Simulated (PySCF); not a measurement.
C₄H₁₂W, SMILES [CH3][W]([CH3])([CH3])[CH3], multiplicity 1. Atoms are numbered in the order given.

```xyz
17

W      0.0000     0.0000     0.0000
C     -1.1702    -1.1702     1.2550
C      1.1702     1.1702     1.2550
C     -1.1702     1.1702    -1.2550
C      1.1702    -1.1702    -1.2550
H     -0.6649    -1.9385     1.8699
H     -1.6986    -1.6986     0.4252
H     -1.9385    -0.6649     1.8699
H      1.6986     1.6986     0.4252
H      1.9385     0.6649     1.8699
H      0.6649     1.9385     1.8699
H     -1.9385     0.6649    -1.8699
H     -1.6986     1.6986    -0.4252
H     -0.6649     1.9385    -1.8699
H      0.6649    -1.9385    -1.8699
H      1.6986    -1.6986    -0.4252
H      1.9385    -0.6649    -1.8699
```

Geometry: PBE0-D3(BJ)/def2-SVP. The spin state was assumed, not searched. The def2 effective core potentials stand for the cores of W; spin–orbit coupling is left out.

Computed with ωB97X/def2-TZVP in PySCF.

Symmetry labels are those of the subgroup D2 that the program uses (full group D2d).

Question: List the valence orbital energies around the gap with their symmetry. (An estimate is asked for; the answer gives what the named calculation found.)

Answer: 
| orbital | symmetry | energy (eV) |
|---|---|---|
| HOMO−7 | B2 | -13.35 |
| HOMO−6 | B3 | -13.35 |
| HOMO−5 | B1 | -13.32 |
| HOMO−4 | A | -11.48 |
| HOMO−3 | B2 | -10.71 |
| HOMO−2 | B3 | -10.71 |
| HOMO−1 | B1 | -10.09 |
| HOMO | A | -6.49 |
| LUMO | A | 0.67 |
| LUMO+1 | A | 1.98 |
| LUMO+2 | B1 | 2.04 |
| LUMO+3 | B2 | 2.07 |
